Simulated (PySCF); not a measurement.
PySCF 2.14 output of an unrestricted BLYP calculation on a single atom or ion in aug-cc-pVDZ-PP with ECP10MDF (5s5p4d2f, 54 functions), with a scalar-relativistic core potential:

```
SCF conv_tol = 1e-09
number electrons alpha = 9  beta = 9
    A. D. Becke.,  Phys. Rev. A 38, 3098 (1988)
    C. Lee, W. Yang, and R. G. Parr.,  Phys. Rev. B 37, 785 (1988)
    B. Miehlich, A. Savin, H. Stoll, and H. Preuss.,  Chem. Phys. Lett. 157, 200 (1989)
cycle= 1 E= -196.918889635761  delta_E= 0.0161  |g|= 0.471  |ddm|= 0.539
cycle= 2 E= -196.702239210012  delta_E= 0.217  |g|=  1.3  |ddm|= 1.19
cycle= 3 E= -196.957430859764  delta_E= -0.255  |g|= 0.107  |ddm|= 0.962
cycle= 4 E= -196.959642715178  delta_E= -0.00221  |g|= 0.00671  |ddm|= 0.0549
cycle= 5 E= -196.959650155635  delta_E= -7.44e-06  |g|= 0.000316  |ddm|= 0.00381
cycle= 6 E= -196.959650172458  delta_E= -1.68e-08  |g|= 1.97e-07  |ddm|= 0.000181
cycle= 7 E= -196.959650172459  delta_E= -2.84e-13  |g|= 5.79e-09  |ddm|= 1.95e-07
converged SCF energy = -196.959650172459  <S^2> = -1.7763568e-14  2S+1 = 1
```

The run itself started from symmetry-adapted Hartree-Fock orbitals and held the occupation by maximum overlap, on a logarithmic radial grid, so the iterations belong to that start.

Problem. Which element, charge and spin multiplicity is this?

Solution. Cu+ (copper, charge +1), multiplicity 1; the state was [Ar] 3d10, closed-shell 1S.

Energies and moments cover only the electrons outside the core potential.
